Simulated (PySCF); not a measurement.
A run for PySCF: R-M06-2X/def2-TZVPPD on H2S (SMILES S) with ghost functions.

```python
from pyscf import gto, dft

mol = gto.M(
    atom='''
    S     0.14783482    0.12317471   -0.19878010
    H     0.90338942    0.48977931    0.84802223
    H    -0.29284410   -0.97515933    0.43460213
    ghost-C   -0.81683439   -0.15755157    3.74826434
    ghost-C    0.70880774   -0.12259323    3.75575161
    ghost-H   -1.21600722    0.12116974    2.77139109
    ghost-H   -1.23114247    0.53606528    4.48232986
    ghost-H   -1.19151499   -1.15437610    3.98943859
    ghost-H    1.12897335   -0.82886374    3.03627851
    ghost-H    1.10872887   -0.38300713    4.73755101
    ghost-H    1.08404337    0.87184339    3.50368942
    ''',
    basis='def2-tzvppd',
    charge=0, spin=0, verbose=4, max_memory=1800)
mf = dft.RKS(mol, xc='m062x').density_fit(auxbasis='def2-universal-jkfit')
mf.grids.level = 4
mf.conv_tol = 1e-9
mf.max_cycle = 150
mf.kernel()
mf.dip_moment()
```

Output:

```
PySCF version 2.14.0

[INPUT] verbose = 4
[INPUT] num. atoms = 11
[INPUT] num. electrons = 18
[INPUT] charge = 0
[INPUT] spin (= nelec alpha-beta = 2S) = 0
[INPUT] symmetry False subgroup None
[INPUT] Mole.unit = angstrom
[INPUT] Symbol           X                Y                Z      unit          X                Y                Z       unit  Magmom
[INPUT]  1 S      0.147834820000   0.123174710000  -0.198780100000 AA    0.279367321474   0.232766467373  -0.375639948014 Bohr   0.0
[INPUT]  2 H      0.903389420000   0.489779310000   0.848022230000 AA    1.707158587630   0.925548757378   1.602529762243 Bohr   0.0
[INPUT]  3 H     -0.292844100000  -0.975159330000   0.434602130000 AA   -0.553395146195  -1.842784061514   0.821278998853 Bohr   0.0
[INPUT]  4 GHOST-C  -0.816834390000  -0.157551570000   3.748264340000 AA   -1.543593286226  -0.297729317795   7.083193045074 Bohr   0.0
[INPUT]  5 GHOST-C   0.708807740000  -0.122593230000   3.755751610000 AA    1.339452503572  -0.231667629426   7.097341934794 Bohr   0.0
[INPUT]  6 GHOST-H  -1.216007220000   0.121169740000   2.771391090000 AA   -2.297920611294   0.228977623185   5.237170144160 Bohr   0.0
[INPUT]  7 GHOST-H  -1.231142470000   0.536065280000   4.482329860000 AA   -2.326522088621   1.013016564088   8.470375835360 Bohr   0.0
[INPUT]  8 GHOST-H  -1.191514990000  -1.154376100000   3.989438590000 AA   -2.251637004414  -2.181454673744   7.538946325871 Bohr   0.0
[INPUT]  9 GHOST-H   1.128973350000  -0.828863740000   3.036278510000 AA    2.133450433433  -1.566325463183   5.737734821802 Bohr   0.0
[INPUT] 10 GHOST-H   1.108728870000  -0.383007130000   4.737551010000 AA    2.095193910699  -0.723778579456   8.952673910057 Bohr   0.0
[INPUT] 11 GHOST-H   1.084043370000   0.871843390000   3.503689420000 AA    2.048545076451   1.647545230612   6.621013429336 Bohr   0.0

nuclear repulsion = 12.8901092838507
number of shells = 99
number of NR pGTOs = 328
number of NR cGTOs = 261
basis = def2-tzvppd
ecp = {}


******** <class 'pyscf.df.df_jk.DFRKS'> ********
method = DFRKS
initial guess = minao
damping factor = 0
level_shift factor = 0
DIIS = <class 'pyscf.scf.diis.CDIIS'>
diis_start_cycle = 1
diis_space = 8
diis_damp = 0
SCF conv_tol = 1e-09
SCF conv_tol_grad = None
SCF max_cycles = 150
direct_scf = False
XC library pyscf.dft.libxc version 7.1.2
    S. Lehtola, C. Steigemann, M. J. T. Oliveira, and M. A. L. Marques,  SoftwareX 7, 1–5 (2018)
XC functionals = m062x
    Y. Zhao and D. G. Truhlar,  Theor. Chem. Acc. 120, 215 (2008)
    Y. Zhao and D. G. Truhlar,  Theor. Chem. Acc. 120, 215 (2008)
radial grids:
    Treutler-Ahlrichs [JCP 102, 346 (1995); DOI:10.1063/1.469408] (M4) radial grids

becke partition: Becke, JCP 88, 2547 (1988); DOI:10.1063/1.454033
pruning grids: <function nwchem_prune>
grids dens level: 4
symmetrized grids: False
atomic radii adjust function: <function treutler_atomic_radii_adjust>
small_rho_cutoff = 0
Set gradient conv threshold to 3.16228e-05
Initial guess from minao.
tot grids = 211576
******** <class 'pyscf.df.df.DF'> ********
auxbasis = def2-universal-jkfit
init E= -399.26794807629
  HOMO = -0.311664527499786  LUMO = -0.00642845289227415  gap/eV = 8.30590
cycle= 1 E= -399.369398978384  delta_E= -0.101  |g|= 0.179  |ddm|= 1.07
  HOMO = -0.299375617675921  LUMO = -0.000793594010744153  gap/eV = 8.12483
cycle= 2 E= -399.377139984201  delta_E= -0.00774  |g|= 0.128  |ddm|= 0.327
  HOMO = -0.32287801746547  LUMO = 0.00292095701070064  gap/eV = 8.86544
cycle= 3 E= -399.381572744755  delta_E= -0.00443  |g|= 0.0142  |ddm|= 0.127
  HOMO = -0.321840930499775  LUMO = 0.00359308464714555  gap/eV = 8.85551
cycle= 4 E= -399.381609997639  delta_E= -3.73e-05  |g|= 0.00284  |ddm|= 0.0199
  HOMO = -0.321810321060823  LUMO = 0.00353653570735935  gap/eV = 8.85314
cycle= 5 E= -399.381613303994  delta_E= -3.31e-06  |g|= 0.00073  |ddm|= 0.00566
  HOMO = -0.321655112175151  LUMO = 0.0035563475167073  gap/eV = 8.84945
cycle= 6 E= -399.381613430466  delta_E= -1.26e-07  |g|= 0.000168  |ddm|= 0.0016
  HOMO = -0.321695156297153  LUMO = 0.00354590037195834  gap/eV = 8.85026
cycle= 7 E= -399.381613439497  delta_E= -9.03e-09  |g|= 2.39e-05  |ddm|= 0.0004
  HOMO = -0.321690269981318  LUMO = 0.00354648232262278  gap/eV = 8.85014
cycle= 8 E= -399.381613439728  delta_E= -2.31e-10  |g|= 2.16e-06  |ddm|= 0.0001
  HOMO = -0.32169104044165  LUMO = 0.00354626354968168  gap/eV = 8.85016
Extra cycle  E= -399.381613439731  delta_E= -2.84e-12  |g|= 1.01e-06  |ddm|= 7.99e-06
converged SCF energy = -399.381613439731
Dipole moment(X, Y, Z, Debye):  0.16930, -0.39289,  0.90153
```

The calculation finished and met its thresholds.

Cost: roughly 30 core-seconds.
